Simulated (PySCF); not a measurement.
C₅H₁₀. Atoms are numbered in the order given.

```xyz
15

C     -2.3345    -0.1849    -0.1951
C     -1.0907     0.2177    -0.4702
C     -0.0860     0.6753     0.5496
C      1.1331    -0.2554     0.6936
C      1.9830    -0.3829    -0.5707
H     -2.7177    -0.1929     0.8312
H     -3.0182    -0.5178    -0.9810
H     -0.7560     0.2089    -1.5151
H     -0.5830     0.7762     1.5288
H      0.2755     1.6842     0.2737
H      0.7819    -1.2539     1.0072
H      1.7619     0.1235     1.5179
H      2.3371     0.6038    -0.9147
H      1.4189    -0.8401    -1.3990
H      2.8701    -1.0109    -0.3924
```
Charge 0, spin multiplicity 1.

Coordinates come from a B3LYP-D3(BJ)/def2-SVP optimisation. The values are those of a single conformer.

Calculation: KT2/pcSseg-1 in PySCF.

GIAO shieldings, no solvent; atoms listed in one row are averaged. δ = σ(ref) − σ: ¹³C against TMS (σ = 185.1 ppm); ¹H against TMS (σ = 31.47 ppm), references at their B3LYP-D3(BJ)/def2-TZVP geometries, non-relativistic.

Computed chemical shifts:
| nucleus | atoms | count | δ (ppm) |
|---|---|---|---|
| ¹³C | C2 | 1 | 139.4 |
| ¹³C | C1 | 1 | 115.6 |
| ¹³C | C3 | 1 | 43.2 |
| ¹³C | C4 | 1 | 31.6 |
| ¹³C | C5 | 1 | 16.7 |
| ¹H | H8 | 1 | 6.49 |
| ¹H | H6, H7 | 2 | 5.41 |
| ¹H | H9, H10 | 2 | 2.39 |
| ¹H | H12 | 1 | 1.94 |
| ¹H | H11 | 1 | 1.61 |
| ¹H | H13, H14, H15 | 3 | 1.33 |
